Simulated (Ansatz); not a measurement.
`C[O][Ta](=[O])([F])[F]`. Total charge 0; spin multiplicity 1. Ta: def2 effective core potential.

```
atom   x (Å)   y (Å)   z (Å)
  C1  -0.112  -1.511   0.521
  O2  -0.168  -0.106   0.595
 Ta3   0.085   1.442  -0.419
  O4   0.548   0.935  -1.991
  F5  -1.529   2.401  -0.549
  F6   1.477   2.474   0.313
  H7   0.176  -1.834  -0.482
  H8   0.618  -1.878   1.245
  H9  -1.094  -1.922   0.768
```

(1) List the harmonic frequencies (cm⁻¹, unscaled) at PBE0-D4/def2-TZVP in Ansatz. (An estimate is asked.)

(2) Is this a minimum?

(3) Give the ideal-gas thermochemistry at 298.15 K and 1 bar (rigid rotor, harmonic oscillator; point group Cs, symmetry number 1).

## Answers

(1) Ansatz gave: 85, 89, 98, 168, 204, 216, 268, 300, 587, 674, 674, 1014, 1167, 1180, 1194, 1476, 1489, 1491, 3042, 3126, 3130.

(2) Yes, all 21 modes are real.

(3) Zero-point energy 129.6 kJ/mol; H(298) − E = 153.6 kJ/mol; entropy 387.5 J/(mol·K), of which translation 178.5, rotation 117.2, vibration 91.8; G(298) − E = 38.1 kJ/mol. Modes under 100 cm⁻¹ are hindered rotations or soft bends, so the harmonic entropy is rough.
